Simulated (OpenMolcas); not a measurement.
# Ni2+: effect of the IPEA shift

- Program: OpenMolcas 26.06
- Basis: ANO-RCC-VTZP [6s5p3d2f1g]
- Scalar Hamiltonian: DKH2, point nucleus
- Active space: 8 electrons in 10 orbitals (3d 4d)
- State averaging: 2S+1 = 3 even, 10 roots; 2S+1 = 1 even, 15 roots
- Spin-orbit coupling: state interaction with AMFI integrals over the reference wave functions, term energies averaged over their components

Methods on the same reference wave functions:
A. CASSCF
B. SS-CASPT2, IPEA 0 Eh, imaginary shift 0.1 Eh (closed shells correlated: 3s 3p)
C. SS-CASPT2, IPEA 0.25 Eh, imaginary shift 0.1 Eh (closed shells correlated: 3s 3p)

Energies in cm-1 above 3d8 3F4, the measured ground level; measured values from Corliss and Sugar, J. Phys. Chem. Ref. Data 10, 197 (1981).

| Level | A | B | C | Measured |
| --- | --- | --- | --- | --- |
| 3d8 3F4 | 0.0 | 0.0 | 0.0 | 0.0 |
| 3d8 3F3 | 1334 | 1335 | 1335 | 1361 |
| 3d8 3F2 | 2249 | 2230 | 2230 | 2270 |
| 3d8 1D2 | 16854 | 13960 | 13940 | 14032 |
| 3d8 3P2 | 19850 | 16810 | 16920 | 16662 |
| 3d8 3P1 | 20162 | 17100 | 17230 | 16978 |
| 3d8 3P0 | 20429 | 17360 | 17480 | 17231 |
| 3d8 1G4 | 25843 | 23840 | 23650 | 23109 |
| 3d8 1S0 | 61549 | 53510 | 53460 | 52532 |

Deviations, from unrounded energies. A percentage is the sum of absolute deviations over the sum of measured energies, with the sign that they share, or ± where signs differ.

| Against measurement | Levels | A | B | C |
| --- | --- | --- | --- | --- |
| mean absolute deviation (cm-1) | 8 | 3000 | 280 | 300 |
| fine structure of the ground term (%) | 2 | -1.3 | -1.7 | -1.7 |
| other terms of the ground configuration (%) | 6 | +17.2 | ±1.6 | ±1.7 |

B, C lie about equally close to measurement and A furthest from it. The largest miss of B in the table is 3d8 1S0, by +980 cm-1. The ranking rests on the paired levels alone, and a cruder setting can come out closer through cancelling errors.

Between B and C the level of the table that moves most is 3d8 1G4, by 190 cm-1 (lowest in C, highest in B). Moves below CASPT2's spread within the term are not significant.

The mean deviations of B to C differ by less than CASPT2's widest spread within a term (880 cm-1), so their order carries little weight.

From A to B the spin-free energies of the other terms of 3d8 shown, above 3F, scale by factors of 0.82 to 0.92, as is usual when dynamic correlation screens the repulsion within a d or f shell.

The lowest spin-free term lies below A's lowest term by 0.468 hartree in B, 0.463 hartree in C.

CASPT2 does not keep the components of a term degenerate, so their means are used; among the terms shown or strongly mixed into the levels shown the widest spread is 880 cm-1 (3d8 3F, B). Active for correlation alone: 4d; no level in the range computed is led by a configuration that fills it, so any true level of that kind is missing. Without dynamic correlation excited terms often stand tens of per cent too high (terms of higher spin than the ground term too low), and those without a measured partner can miss by more than the paired ones (holds for A). Measured partners are found by configuration, term and J. A level has none where our copy of the source lacks it or the pairing is in doubt (some pairs that miss far off the trend of their configuration count as doubtful), and it then counts in no deviation. Only configurations of the active space appear.
